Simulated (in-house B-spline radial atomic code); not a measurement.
Inner levels of mercury as electrons are removed. A shift is the extra binding of the orbital against the neutral atom ([Xe] 4f14 5d10 6s2). The density at the nucleus is averaged over the nuclear charge. Computed with a radial B-spline atomic code at the basis-set limit: Dirac-Hartree-Fock, average of the configuration, finite nuclei.

```csv
ion,configuration,shift of 3p3/2 (eV),shift of 2p3/2 (eV),shift of 2s1/2 (eV),radius of 3p3/2 (bohr),radius of 2p3/2 (bohr),radius of 2s1/2 (bohr),Σ<r²> (bohr²),change of density at nucleus (bohr⁻³)
Hg29+,[Kr] 4d10 4f5,990.19,997.84,997.69,0.18532,0.06564,0.069225,4.9311,-1517.53
Hg30+,[Kr] 4d10 4f4,1055.19,1062.72,1062.65,0.18521,0.065644,0.069229,4.683,-1300.49
Hg31+,[Kr] 4d10 4f3,1121.58,1129.11,1129.12,0.18509,0.065648,0.069232,4.4461,-1073.05
Hg32+,[Kr] 4d10 4f2,1189.35,1197.01,1197.12,0.18497,0.065652,0.069235,4.2196,-835.27
Hg33+,[Kr] 4d10 4f1,1258.49,1266.42,1266.62,0.18483,0.065656,0.069239,4.0029,-587.1
Hg34+,[Kr] 4d10,1328.98,1337.33,1337.62,0.18469,0.06566,0.069242,3.7952,-328.61
Hg35+,[Kr] 4d9,1398.16,1413.26,1413.51,0.18449,0.06565,0.069235,3.5778,33.7
Hg36+,[Kr] 4d8,1468.22,1490.34,1490.55,0.18428,0.06564,0.069227,3.3664,405.15
Hg37+,[Kr] 4d7,1539.17,1568.57,1568.74,0.18407,0.065629,0.069219,3.1606,785.71
Hg38+,[Kr] 4d6,1610.99,1647.95,1648.07,0.18386,0.065618,0.06921,2.9602,1175.43
Hg39+,[Kr] 4d5,1683.69,1728.48,1728.54,0.18363,0.065607,0.069202,2.7651,1574.29
Hg40+,[Kr] 4d4,1757.26,1810.14,1810.14,0.1834,0.065595,0.069193,2.5751,1982.29
Hg41+,[Kr] 4d3,1831.69,1892.95,1892.89,0.18317,0.065582,0.069183,2.39,2399.49
Hg42+,[Kr] 4d2,1906.98,1976.89,1976.77,0.18292,0.06557,0.069174,2.2096,2825.86
Hg43+,[Kr] 4d1,1983.14,2061.97,2061.77,0.18268,0.065556,0.069164,2.0338,3261.4
Hg44+,[Ar] 3d10 4s2 4p6,2060.14,2148.19,2147.91,0.18242,0.065543,0.069153,1.8624,3706.13
Hg45+,[Ar] 3d10 4s2 4p5,2136.51,2234.92,2234.54,0.18243,0.06553,0.069139,1.695,3963.36
Hg46+,[Ar] 3d10 4s2 4p4,2213.54,2322.56,2322.06,0.18222,0.065515,0.069124,1.5309,4222.68
Hg47+,[Ar] 3d10 4s2 4p3,2291.22,2411.08,2410.48,0.182,0.0655,0.069109,1.37,4484.02
Hg48+,[Ar] 3d10 4s2 4p2,2369.54,2500.51,2499.78,0.18177,0.065484,0.069094,1.2121,4747.32
Hg49+,[Ar] 3d10 4s2 4p1,2448.52,2590.82,2589.96,0.18155,0.065468,0.069078,1.0571,5012.54
```
